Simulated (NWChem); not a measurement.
# CH$_{4}$Be; SMILES [BeH][CH3]

```xyz
6

Be     0.0000     0.0000    -1.0606
H      0.0000     0.0000    -2.4050
C      0.0000     0.0000     0.6189
H      0.7236     0.7312     1.0443
H      0.2715    -0.9923     1.0443
H     -0.9951     0.2610     1.0443
```
Atoms are numbered in this order, from 1.

All runs: NWChem. Pople sets run with spherical d functions. Coordinates come from a PBE-D3(BJ)/def2-SVP optimisation. Ions are spin-unrestricted doublets at the neutral geometry; other ion states weren't tried.

Estimate the computed values for BHandHLYP/6-31+G*. Quantities: vertical ionisation energy, ΔSCF (eV); −ε(HOMO) (eV).


```yaml
vertical ionisation energy, ΔSCF (eV): 10.98
"−ε(HOMO) (eV)": 9.62
```
